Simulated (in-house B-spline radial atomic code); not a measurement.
Successive ionisation energies of lutetium; each step leads to the configuration of the next row (after the last: [Ar] 3d9). NIST's values go from ground level to ground level; the uncertainty of those that are theory runs from under 0.1 % in few-electron ions to several per cent in heavy many-electron ones. Computed with a radial B-spline atomic code at the basis-set limit: non-relativistic Hartree-Fock, average of the configuration, point nuclei.

This level leaves out relativity, spin-orbit splitting included, which matters for heavy ions.

```json
{"ion": "Lu30+", "configuration": "[Kr] 4d5", "ionisation energy (eV)": "1185.8", "tabulated value (eV)": "1178", "computed minus tabulated (eV)": "8", "highest orbital": "4d", "largest mean radius (bohr)": "0.46972"}
{"ion": "Lu31+", "configuration": "[Kr] 4d4", "ionisation energy (eV)": "1235.0", "tabulated value (eV)": "1242", "computed minus tabulated (eV)": "-7", "highest orbital": "4d", "largest mean radius (bohr)": "0.46684"}
{"ion": "Lu32+", "configuration": "[Kr] 4d3", "ionisation energy (eV)": "1284.9", "tabulated value (eV)": "1292", "computed minus tabulated (eV)": "-7", "highest orbital": "4d", "largest mean radius (bohr)": "0.46425"}
{"ion": "Lu33+", "configuration": "[Kr] 4d2", "ionisation energy (eV)": "1335.3", "tabulated value (eV)": "1345", "computed minus tabulated (eV)": "-10", "highest orbital": "4d", "largest mean radius (bohr)": "0.46173"}
{"ion": "Lu34+", "configuration": "[Kr] 4d1", "ionisation energy (eV)": "?", "tabulated value (eV)": "?", "computed minus tabulated (eV)": "?", "highest orbital": "?", "largest mean radius (bohr)": "?"}
{"ion": "Lu35+", "configuration": "[Ar] 3d10 4s2 4p6", "ionisation energy (eV)": "?", "tabulated value (eV)": "?", "computed minus tabulated (eV)": "?", "highest orbital": "?", "largest mean radius (bohr)": "?"}
{"ion": "Lu36+", "configuration": "[Ar] 3d10 4s2 4p5", "ionisation energy (eV)": "1627.9", "tabulated value (eV)": "1641", "computed minus tabulated (eV)": "-13", "highest orbital": "4p", "largest mean radius (bohr)": "0.45455"}
{"ion": "Lu37+", "configuration": "[Ar] 3d10 4s2 4p4", "ionisation energy (eV)": "1678.7", "tabulated value (eV)": "1696", "computed minus tabulated (eV)": "-17", "highest orbital": "4p", "largest mean radius (bohr)": "0.45237"}
{"ion": "Lu38+", "configuration": "[Ar] 3d10 4s2 4p3", "ionisation energy (eV)": "1729.9", "tabulated value (eV)": "1747", "computed minus tabulated (eV)": "-17", "highest orbital": "4p", "largest mean radius (bohr)": "0.45022"}
{"ion": "Lu39+", "configuration": "[Ar] 3d10 4s2 4p2", "ionisation energy (eV)": "1781.5", "tabulated value (eV)": "1875", "computed minus tabulated (eV)": "-93", "highest orbital": "4p", "largest mean radius (bohr)": "0.4481"}
{"ion": "Lu40+", "configuration": "[Ar] 3d10 4s2 4p1", "ionisation energy (eV)": "1833.6", "tabulated value (eV)": "1933", "computed minus tabulated (eV)": "-99", "highest orbital": "4p", "largest mean radius (bohr)": "0.446"}
{"ion": "Lu41+", "configuration": "[Ar] 3d10 4s2", "ionisation energy (eV)": "?", "tabulated value (eV)": "?", "computed minus tabulated (eV)": "?", "highest orbital": "?", "largest mean radius (bohr)": "?"}
{"ion": "Lu42+", "configuration": "[Ar] 3d10 4s1", "ionisation energy (eV)": "2010.5", "tabulated value (eV)": "2125.5", "computed minus tabulated (eV)": "-115", "highest orbital": "4s", "largest mean radius (bohr)": "0.44142"}
{"ion": "Lu43+", "configuration": "[Ar] 3d10", "ionisation energy (eV)": "3611.1", "tabulated value (eV)": "3590", "computed minus tabulated (eV)": "21", "highest orbital": "3d", "largest mean radius (bohr)": "0.22466"}
```

(1) Fill in the row of Lu34+.

(2) Fill in the row of Lu35+.

(3) Fill in the row of Lu41+.

(4) Where is the largest jump?

Results:

(1) ionisation energy (eV): 1386.4; tabulated value (eV): 1395; computed minus tabulated (eV): -9; highest orbital: 4d; largest mean radius (bohr): 0.45923.

(2) ionisation energy (eV): 1577.7; tabulated value (eV): 1591; computed minus tabulated (eV): -13; highest orbital: 4p; largest mean radius (bohr): 0.45674.

(3) ionisation energy (eV): 1955.8; tabulated value (eV): 2067; computed minus tabulated (eV): -111; highest orbital: 4s; largest mean radius (bohr): 0.44392.

(4) From Lu42+ to Lu43+, by a factor of 1.80 (2010.5 to 3611.1 eV); the highest orbital goes from 4s to 3d.
